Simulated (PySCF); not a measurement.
## Substituent effects on chemical shifts

Parent skeleton `[CH2:1]=[C:2]=[CH:3][SiH:4]([Cl:5])[Cl:6]`; one hydrogen on atom 1 is replaced by X. Hydrogens on one atom are averaged.

Computational details: GFN2-xTB geometry, PBE0/pcSseg-1 with gauge-including orbitals, in PySCF 2.14.0 with density-fitted response routines (isolated molecule, one conformer, averaged over atoms made equivalent by symmetry, fast rotation or ring inversion, non-relativistic).

Scale: ¹³C, ²⁹Si, ¹H against TMS; ³⁵Cl vs HCl (reference shieldings calculated alike).

Parent (X = H): C1 75.7, C2 226.5, C3 84.9, Si4 2.3, Cl5/Cl6 54.8, H(C1) 4.93, H(C3) 5.12, H(Si4) 5.93 ppm. Effects are Δδ = δ(X) − δ(H), positive for deshielding.

**Question.** Give Δδ (ppm) for X = COCH3, nPr, CH2F, CH2CN, CN, CF3.

**Answer.** 
| X | SMILES | C1 | C2 | C3 | Si4 | Cl5/Cl6 | H(C1) | H(C3) | H(Si4) |
| --- | --- | --- | --- | --- | --- | --- | --- | --- | --- |
| COCH3 | CC(=O)C=C=C[SiH](Cl)Cl | +22.3 | +6.5 | +5.5 | -3.3 | +5.0 | +0.89 | +0.43 | -0.02 |
| nPr | CCCC=C=C[SiH](Cl)Cl | +20.4 | -2.5 | +0.2 | +0.1 | -0.4 | +0.44 | -0.04 | -0.05 |
| CH2F | FCC=C=C[SiH](Cl)Cl | +17.6 | -5.7 | +7.0 | -0.2 | -0.9 | +0.25 | +0.33 | +0.01 |
| CH2CN | N#CCC=C=C[SiH](Cl)Cl | +10.9 | -3.4 | +9.1 | +0.2 | +1.6 | +0.29 | +0.52 | +0.14 |
| CN | N#CC=C=C[SiH](Cl)Cl | -6.1 | +6.5 | +6.8 | -1.8 | +3.9 | +0.34 | +0.52 | +0.08 |
| CF3 | FC(F)(F)C=C=C[SiH](Cl)Cl | +13.6 | -4.2 | +9.7 | -1.9 | +1.1 | +0.58 | +0.54 | +0.07 |

**Question.** Which position responds most, and to which substituents?

**Answer.** C1: from -6.1 ppm with CN to +22.3 ppm with COCH3.
